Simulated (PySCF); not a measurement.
Input of a run (PBE0-D3(BJ)/def2-SVP geometry optimisation, gas phase (PySCF 2.14.0)), started from GFN2-xTB:
```
{"job": {"xc": "PBE0", "basis": "def2-SVP", "d3": "d3bj", "grid": 1, "shake": 0.01, "kind": "geom"}, "charge": 0, "multiplicity": 1}
C     -1.677220     0.072140     0.005950
C     -0.347180    -0.569530     0.257490
B      0.837320     0.105740    -0.550770
N      2.079630     0.389220     0.098570
H     -1.937450     0.072080    -1.069990
H     -2.498080    -0.409140     0.538030
H     -1.670630     1.134610     0.325910
H     -0.402490    -1.609000    -0.046230
H     -0.158110    -0.564990     1.356550
H      0.762110     0.363310    -1.673010
H      2.841210     0.792890    -0.336030
H      2.210580     0.194400     1.084510
```

Output (energies in Eh, forces in Eh/bohr):
```
step   0  E = -160.35834250  max force = 0.062214
step   1  E = -160.36400173  max force = 0.013093
step   2  E = -160.36446736  max force = 0.002410
step   3  E = -160.36445663  max force = 0.003177
step   4  E = -160.36452516  max force = 0.000823
step   5  E = -160.36454020  max force = 0.000522
step   6  E = -160.36454775  max force = 0.000231
optimisation converged
```

Question: Summarise the run.

Answer: The energy falls by 16.3 kJ/mol over 7 energy and gradient evaluations, the largest force component goes from 0.0622 to 2.3e-04 Eh/bohr, and the atoms move by 0.082 Å rms after alignment. The bond that changes most is B3–H10 (three-coordinate boron to B–H hydrogen), which lengthens by 0.062 Å. Bonds longer at the end by more than 0.005 Å: 5 of 11; shorter: 5. Among the angles that change most is C2–B3–H10, from 122.8° to 120.3°. Among the dihedrals that turn most is H9–C2–B3–N4, from 12° to 2°. The energy rose by more than 1e-6 Eh at step 3. The first step brought 91 % of the lowering.

Question: What are the final bond lengths?

Answer: C1–C2 1.529 Å, C2–B3 1.578 Å, B3–N4 1.393 Å, C1–H5 1.102 Å, C1–H6 1.102 Å, C1–H7 1.102 Å, C2–H8 1.107 Å, C2–H9 1.105 Å, B3–H10 1.216 Å, N4–H11 1.011 Å, N4–H12 1.013 Å. Numbering counts from 1 in the input's order; the species is `CCBN` (C2H8BN).

The run used 96 basis functions and 42 SCF cycles in all.

PBE0-D3(BJ)/def2-SVP frequencies: not computed here. One conformer, not necessarily the lowest.
